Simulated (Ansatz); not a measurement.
C2HN, SMILES `[C-]#[N+][CH]` (lower triplet) (charge 0, multiplicity 3). This triplet lies 0.12 eV below the relaxed singlet at the level B3LYP/cc-pVTZ // PBE0-D3(BJ)/def2-TZVP (Ansatz, an electronic-structure program).

Level of theory: frozen-core CCSDT(Q)/cc-pVDZ // PBE0-D3(BJ)/def2-TZVP (Ansatz).

Ansatz 0.2 input:
```yaml
crystal:
  periodic: [false, false, false]
  atoms:
    - { symbol: C, position_ang: [1.734711, -0.06847, -0.144565] }
    - { symbol: N, position_ang: [0.545053, 0.053039, -0.027508] }
    - { symbol: C, position_ang: [-0.693166, 0.307385, 0.125334] }
    - { symbol: H, position_ang: [-1.586598, -0.291952, 0.046738] }
basis:
  gaussian: { orbitals: cc-pVDZ }
correlation:
  method: ccsdt_q
magnetization:
  spin_polarized: true
  initial_magnetization: 2
```

Output:

```
Functional definition: HF
854 factors; integrals over basis functions are off by at most 1.7e-7 eV
mean field evaluation 1: about -3552.8161 eV, gradient 1.3e1 eV
mean field evaluation 2: about -3552.8184 eV, gradient 1.3e1 eV
mean field evaluation 4: about -3554.8278 eV, gradient 3.9e0 eV
mean field evaluation 8: about -3555.1115 eV, gradient 2.1e-1 eV
mean field evaluation 16: about -3554.8254 eV, gradient 3.9e0 eV
mean field evaluation 32: about -3550.6739 eV, gradient 3.0e0 eV
mean field evaluation 64: about -3545.2013 eV, gradient 4.0e-2 eV
mean field evaluation 96: about -3551.7473 eV, gradient 7.7e-2 eV
mean field evaluation 128: about -3550.1871 eV, gradient 1.2e-1 eV
mean field evaluation 160: about -3550.7730 eV, gradient 5.9e-3 eV
mean field -3555.11312003 eV, -130.6479974187 hartree, gradient 3.4e-6 eV, S^2 2.163946; 3 other end points of the search recorded, 0 dependent functions left out
determinant -3555.11312003 eV, -130.6479974187 hartree, with singles and doubles -3565.17256633 eV, -131.0176752518 hartree
determinant -3551.74775582 eV, -130.5243225652 hartree, with singles and doubles -3561.76456946 eV, -130.8924336767 hartree
3 core orbitals not correlated
reference -3555.11312003 eV, -130.6479974187 hartree; 8, 6 occupied and 36, 38 virtual orbitals, 854 factors
second order -9.13436225 eV of doubles, -0.00000000 eV of singles
cycle   1  -9.50067584 eV  change   -3.7e-1 eV  update   1.1e-1
cycle   2  -10.08811251 eV  change   -5.9e-1 eV  update   5.3e-2
cycle   3  -10.51589068 eV  change   -4.3e-1 eV  update   3.4e-2
cycle   4  -10.50079044 eV  change    1.5e-2 eV  update   1.4e-2
cycle   5  -10.48944671 eV  change    1.1e-2 eV  update   7.5e-3
cycle   6  -10.50185705 eV  change   -1.2e-2 eV  update   3.1e-3
cycle   7  -10.50341771 eV  change   -1.6e-3 eV  update   1.9e-3
cycle   8  -10.50178177 eV  change    1.6e-3 eV  update   1.0e-3
cycle   9  -10.50288359 eV  change   -1.1e-3 eV  update   5.4e-4
cycle  10  -10.50311530 eV  change   -2.3e-4 eV  update   2.6e-4
cycle  11  -10.50316116 eV  change   -4.6e-5 eV  update   1.6e-4
cycle  12  -10.50324545 eV  change   -8.4e-5 eV  update   8.6e-5
cycle  13  -10.50324649 eV  change   -1.0e-6 eV  update   6.0e-5
cycle  14  -10.50326365 eV  change   -1.7e-5 eV  update   4.1e-5
cycle  15  -10.50328432 eV  change   -2.1e-5 eV  update   2.5e-5
cycle  16  -10.50331042 eV  change   -2.6e-5 eV  update   1.5e-5
cycle  17  -10.50330074 eV  change    9.7e-6 eV  update   8.1e-6
cycle  18  -10.50330070 eV  change    4.1e-8 eV  update   4.4e-6
cycle  19  -10.50330111 eV  change   -4.1e-7 eV  update   2.2e-6
cycle  20  -10.50330106 eV  change    4.9e-8 eV  update   1.3e-6
cycle  21  -10.50330263 eV  change   -1.6e-6 eV  update   8.1e-7
cycle  22  -10.50330363 eV  change   -1.0e-6 eV  update   4.1e-7
perturbative correction -0.03787001 eV, -0.0013916973 hartree
Total energy: -3565.65429367 eV, -131.0353784051 hartree
```
